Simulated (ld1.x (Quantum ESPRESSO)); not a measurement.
An all-electron radial function and its pseudo partner (neodymium)

Columns: radius, all-electron u(r) and pseudo u(r) of the 5p shell (level -24.75 eV) of neodymium in the configuration [Kr] 4d10 4f3 5s2 5p6 5d1 6s2 6p0; LDA (PZ), scalar-relativistic, TM scheme, ld1.x (Quantum ESPRESSO) 7.5.

```json
{"r (bohr)": "0.170", "all-electron": "-0.2923", "pseudo": "-0.0291"}
{"r (bohr)": "0.340", "all-electron": "0.1459", "pseudo": "-0.1124"}
{"r (bohr)": "0.510", "all-electron": "0.4659", "pseudo": "-0.2379"}
{"r (bohr)": "0.680", "all-electron": "0.2158", "pseudo": "-0.3879"}
{"r (bohr)": "0.850", "all-electron": "-0.2064", "pseudo": "-0.5412"}
{"r (bohr)": "1.020", "all-electron": "-0.5600", "pseudo": "-0.6769"}
{"r (bohr)": "1.190", "all-electron": "-0.7804", "pseudo": "-0.7781"}
{"r (bohr)": "1.360", "all-electron": "-0.8800", "pseudo": "-0.8351"}
{"r (bohr)": "1.530", "all-electron": "-0.8915", "pseudo": "-0.8459"}
{"r (bohr)": "1.700", "all-electron": "-0.8474", "pseudo": "-0.8161"}
{"r (bohr)": "1.870", "all-electron": "-0.7727", "pseudo": "-0.7560"}
{"r (bohr)": "2.040", "all-electron": "-0.6845", "pseudo": "-0.6776"}
{"r (bohr)": "2.210", "all-electron": "-0.5941", "pseudo": "-0.5919"}
{"r (bohr)": "2.380", "all-electron": "-0.5077", "pseudo": "-0.5073"}
{"r (bohr)": "2.550", "all-electron": "-0.4290", "pseudo": "-0.4290"}
{"r (bohr)": "2.720", "all-electron": "-0.3593", "pseudo": "-0.3593"}
{"r (bohr)": "2.890", "all-electron": "-0.2988", "pseudo": "-0.2988"}
{"r (bohr)": "3.060", "all-electron": "-0.2471", "pseudo": "-0.2471"}
{"r (bohr)": "3.230", "all-electron": "-0.2035", "pseudo": "-0.2035"}
{"r (bohr)": "3.400", "all-electron": "-0.1670", "pseudo": "-0.1670"}
{"r (bohr)": "3.570", "all-electron": "-0.1366", "pseudo": "-0.1366"}
{"r (bohr)": "3.740", "all-electron": "-0.1114", "pseudo": "-0.1114"}
{"r (bohr)": "3.910", "all-electron": "-0.0907", "pseudo": "-0.0907"}
{"r (bohr)": "4.080", "all-electron": "-0.0737", "pseudo": "-0.0737"}
{"r (bohr)": "4.250", "all-electron": "-0.0598", "pseudo": "-0.0598"}
{"r (bohr)": "4.420", "all-electron": "-0.0484", "pseudo": "-0.0484"}
```

(1) How many radial nodes do the two functions have?

(2) At about which radius was the pseudo-wave matched?

(3) Is the pseudo-wave norm-conserving?

## Answers

(1) The all-electron 5p function has n − l − 1 = 3 (the table is too coarse to show those close to the nucleus); the pseudo-wave has 0, since the states of the same l below it are removed with the core.

(2) 2.80 bohr. The columns agree to 0.0005 from 2.38 bohr on; several derivatives are matched, so the curves merge somewhat inside the radius.

(3) Yes: the TM scheme keeps the norm inside the radius equal to the all-electron one, which fixes the energy derivative of the logarithmic derivative at the level.
